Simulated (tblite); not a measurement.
C₅H₈ClF₃Si.
Z-matrix (Å and degrees, GFN2-xTB geometry), rows numbered from 1:
```
C 
C   1  1.5243
C   2  1.5261  1  112.09
Si  3  1.9317  2  115.55  1   -64.33
Cl  3  1.8177  2  107.17  1  -178.71
C   3  1.4865  2  112.56  1    63.81
F   6  1.3543  3  115.17  2  -126.55
C   6  1.3290  3  128.10  2    54.32
F   8  1.3255  6  125.19  3   179.66
F   8  1.3242  6  124.37  3    -0.75
H   1  1.0878  2  111.02  3   -56.39
H   1  1.0871  2  110.76  3    64.28
H   1  1.0870  2  109.76  3  -175.98
H   2  1.0913  1  109.53  3  -119.98
H   2  1.0926  1  109.65  3   122.27
H   4  1.4609  3  109.19  2    70.52
H   4  1.4598  3  104.39  2   -49.42
H   4  1.4560  3  106.50  2  -168.90
```

Method: GFN2-xTB as coded in tblite; computed harmonic values from a numerical Hessian at the method's own geometry, unscaled. This tight-binding method is rough: wavenumbers can miss measured ones by several per cent, in bad cases by 10 to 20. Modes of hydrogen on silicon can be 10 to 20 % off. One conformer, not necessarily the lowest.

Harmonic wavenumbers (cm⁻¹): 27.0, 79.0, 109.8, 117.6, 150.9, 174.3, 178.5, 209.2, 225.4, 232.1, 287.7, 325.7, 360.0, 419.4, 457.2, 471.5, 524.3, 554.3, 582.9, 614.4, 752.9, 772.5, 780.1, 787.8, 793.8, 862.5, 967.9, 1055.6, 1095.3, 1114.9, 1159.1, 1205.8, 1216.7, 1261.5, 1327.4, 1412.8, 1494.7, 1497.2, 1499.9, 1755.1, 2298.1, 2310.9, 2344.5, 2976.0, 2993.4, 3035.3, 3042.0, 3048.1.

A = 1176, B = 727.9, C = 691.3 MHz; mass 188.004 u (most abundant isotopes); point group C1, symmetry number 1.

Zero-point energy?

Half the sum of the wavenumbers: 25482 cm⁻¹ = 72.86 kcal/mol.

Entropy at 298.15 K, 1 bar (ideal gas, RRHO, classical rotation)?

Translation 41.63, rotation 30.67, vibration 39.76: S = 112.1 cal/(mol K).

And Cp and H(298.15 K) − H(0)?

Cp = 46.78 cal/(mol K), of which vibrations give 38.83 (their classical limit is 48 R = 95.4); H(298.15 K) − H(0) = 8.58 kcal/mol without the zero-point energy, 6.21 from vibrations.

Blend soft modes into free rotors: weight 1/[1 + (100 cm⁻¹/ν̃)⁴] for the oscillator and the rest for a rotor with moment μB/(μ + B), μ = h/(8π²ν), B = 10⁻⁴⁴ kg m². What vibrational entropy results?

36.92 cal/(mol K) in place of 39.76, which changes −T·S at 298.15 K by +0.85 kcal/mol.

What must be added to the electronic energy to get the Gibbs energy at 298.15 K and 1 bar?

ZPE + [H(298.15 K) − H(0)] − T·S = 72.86 + 8.58 − 33.41 = 48.03 kcal/mol.

Which modes carry the vibrational entropy at 298.15 K?

27.0 cm⁻¹: 6.04; 79.0 cm⁻¹: 3.92; 109.8 cm⁻¹: 3.27; 117.6 cm⁻¹: 3.14; 150.9 cm⁻¹: 2.66; 174.3 cm⁻¹: 2.39 cal/(mol K); the other 42 give 18.35 together.

How do the functions run with temperature in this model?

```
 T (K)  S (cal/(mol K))  Cp (cal/(mol K))  H − H(0) (kcal/mol)  G − H(0) (kcal/mol)  ln q(vib)
    50             62.4              14.5                 0.53                -2.59       0.83
   100             75.3              23.2                 1.48                -6.04       2.40
373.15            123.3              53.6                12.35               -33.67      12.12
   500            140.4              63.1                19.78               -50.42      16.29
   750            168.6              75.7                37.25               -89.17      23.75
  1000            191.5              83.6                57.23              -134.26      30.34
```

q(vib) and H(0) count from the zero-point level.

Hindered rotation and anharmonicity are outside this model. Other conformers, if any are populated, would add a mixing term that is left out. The structure is chiral; the term R ln 2 for an equal mix with its mirror image is left out.
